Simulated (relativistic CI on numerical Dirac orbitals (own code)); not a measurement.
## Tm²⁷⁺: sensitivity of the levels to the model

Base calculation: Dirac-Coulomb-Breit CI, separate exchange-only KLI orbitals for each configuration, QED by a radiative potential, unscaled Slater integrals.

CI space (outside the closed core [Ar] 3d10): 4s2 4p6 4d6, 4s2 4p5 4d7, 4s2 4p6 4d5 4f, 4s 4p6 4d7, 4s2 4p5 4d6 4f, 4s 4p6 4d6 4f, 4s2 4p6 4d5 5s, 4s2 4p6 4d5 5p, 4s2 4p6 4d4 4f 5s, 4s2 4p6 4d5 5d, 4s2 4p5 4d6 5s, 4s2 4p6 4d4 5s 5p, 4s2 4p6 4d5 5f, 4s2 4p6 4d5 6s, 4s 4p6 4d6 5s, 4p6 4d7 5p, 4p6 4d8, 4p5 4d9, 4p5 4d8 4f, 4s2 4p6 4d4 5s2, 4s2 4p6 4d3 4f 5s2, 4s2 4p5 4d4 4f 5s2, 4s 4p6 4d4 4f 5s2. Double excitations out of closed p, d and f shells are left out; levels of such configurations are missing from the list, as are those of other unlisted configurations, and high levels can miss mixing partners. These lack a partner that the ground configuration has and come out too high: 4s2 4p5 4d6 5s.

The lowest level and the first level of each name with at least 55 % of one term (blank where a level has no safe partner in the second run):

```csv
Level,Base (cm⁻¹),Shift (cm⁻¹)
4s2 4p6 4d6 5D_4,0,0
4s2 4p6 4d6 5D_3,69340,-237
4s2 4p6 4d6 5D_1,83717,-241
4s2 4p6 4d6 3H_6,103221,-216
4s2 4p6 4d6 3G_5,103442,-213
4s2 4p6 4d6 3H_5,194191,-457
4s2 4p6 4d6 1I_6,205494,-456
4s2 4p6 4d6 3P_1,228286,-420
4s2 4p6 4d6 1G_4,233429,-435
4s2 4p5 4d7 5G°_6,1215259,+798
4s2 4p5 4d7 3D°_3,1242925,+760
4s2 4p5 4d7 5G°_5,1306448,+556
4s2 4p5 4d7 3H°_6,1329933,+558
```

At this charge energies of transitions that change n are usually good to better than 1 %, and those within a shell (Δn = 0) to a few per cent. Terms inside the open d or f shell come out 10 to 20 % too wide with unscaled integrals.

Task: One thing was changed in a second run, which moved the levels as shown. Which?
A. configuration mixing switched off
B. QED terms removed
C. one mean potential for all configurations
D. Breit term removed

Result: B. QED terms removed. QED shifts follow the density of s (and p1/2) electrons at the nucleus, so configurations move by their count of such electrons; where none moves, the smaller shifts of p3/2 electrons and of j = l + 1/2 against j = l − 1/2 set the pattern.

LS names give the leading component of a level, which can be under half, so a name can repeat, a term be missing and a line seem to break the LS rules.
